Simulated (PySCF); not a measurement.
carbon diselenide (CSe2), SMILES [Se]=C=[Se].

Geometry optimised at ωB97X-D3(BJ)/def2-TZVP.

All values below come from TDA-M06-2X/def2-SVPD (PySCF).

Vertical excitations; the highest root listed may be one member of a degenerate set. Gas-phase values at a fixed geometry. State labels are in the subgroup D2h.

| state | symmetry | energy (eV) | λ (nm) | f | main pairs |
|---|---|---|---|---|---|
| S1 | Au | 3.08 | 403 | 0.000 | HOMO−1→LUMO 49 %, HOMO→LUMO+1 49 % |
| S2 | Au | 3.60 | 344 | 0.000 | HOMO→LUMO+1, HOMO−1→LUMO (degenerate set) |
| S3 | B1u | 3.60 | 344 | 0.000 | HOMO→LUMO, HOMO−1→LUMO+1 (degenerate set) |
| S4 | B1g | 5.68 | 218 | 0.000 | HOMO−2→LUMO 49 %, HOMO−3→LUMO+1 49 % |
| S5 | B3g | 6.33 | 196 | 0.000 | HOMO→LUMO+2 (degenerate set) |
| S6 | B2g | 6.33 | 196 | 0.000 | HOMO−1→LUMO+2 (degenerate set) |
| S7 | B1u | 6.45 | 192 | 1.398 | HOMO−1→LUMO+1 33 %, HOMO→LUMO 33 %, HOMO−1→LUMO+6 13 %, HOMO→LUMO+5 13 % |
| S8 | B3g | 6.51 | 191 | 0.000 | HOMO→LUMO+3 (degenerate set) |
| S9 | B2g | 6.51 | 191 | 0.000 | HOMO−1→LUMO+3 (degenerate set) |
| S10 | Ag | 6.59 | 188 | 0.000 | HOMO−3→LUMO 49 %, HOMO−2→LUMO+1 49 % |
| T1 | B1u | 2.87 | 432 | 0 | HOMO→LUMO 49 %, HOMO−1→LUMO+1 49 % |
| T2 | Au | 3.08 | 403 | 0 | HOMO−1→LUMO 49 %, HOMO→LUMO+1 49 % |
| T3 | Au | 3.15 | 394 | 0 | HOMO→LUMO+1, HOMO−1→LUMO (degenerate set) |
| T4 | B1u | 3.15 | 394 | 0 | HOMO−1→LUMO+1, HOMO→LUMO (degenerate set) |
Triplets are in the Tamm–Dancoff approximation.
